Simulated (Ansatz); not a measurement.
The same path of C2H6F2OSi (12 atoms, charge 0, multiplicity 1) was run twice with different band settings. The coordinate that changes most is the dihedral C1–Si2–C3–F5.

Computed with RKS PBE0/6-31G (Ansatz 0.2.0).

Relaxed end points:

```xyz
12
Properties=species:S:1:pos:R:3
C -0.501 -1.142 1.309
Si 0.638 -0.735 -0.153
C 0.266 1.073 -0.741
O -1.048 1.202 -1.120
F 1.115 1.458 -1.808
F 0.563 2.012 0.282
H -0.312 -2.155 1.677
H -1.548 -1.070 1.001
H -0.330 -0.438 2.128
H 2.090 -0.747 0.224
H 0.409 -1.621 -1.341
H -1.263 2.108 -1.425
```

```xyz
12
Properties=species:S:1:pos:R:3
C -0.885 -1.446 0.622
Si 0.732 -0.662 0.013
C 0.358 1.145 -0.579
O -0.187 1.889 0.439
F -0.523 1.142 -1.693
F 1.523 1.783 -1.073
H -0.713 -2.468 0.971
H -1.620 -1.473 -0.187
H -1.298 -0.858 1.447
H 1.771 -0.548 1.088
H 1.304 -1.366 -1.181
H -0.386 2.808 0.167
```

Common settings: movable images 5; climbing image yes; spring 5.0 eV/Å²; optimiser quadratic models (default); start path IDPP; end points relaxed.

| run | force threshold | iteration limit |
| --- | --- | --- |
| 1 | 0.03 eV/Å | 51 |
| 2 | 0.2 eV/Å | 60 |

Question: What does each run give, and how far can it be trusted?

Answer: Run 1: converged after 5 iterations, highest image 0.083 eV above the first end. A vibrational analysis at the climbing image gives one clearly imaginary mode, 65i cm⁻¹: a first-order saddle point.
Run 2: converged after 4 iterations, highest image 0.084 eV above the first end. The threshold of 0.2 eV/Å is loose, so the images may lie well off the minimum-energy path. Another band between the same ends (5 images) ends at a top of the same energy, where a vibrational analysis finds 1 clearly imaginary mode.
Limits of this set-up: no polarisation functions.
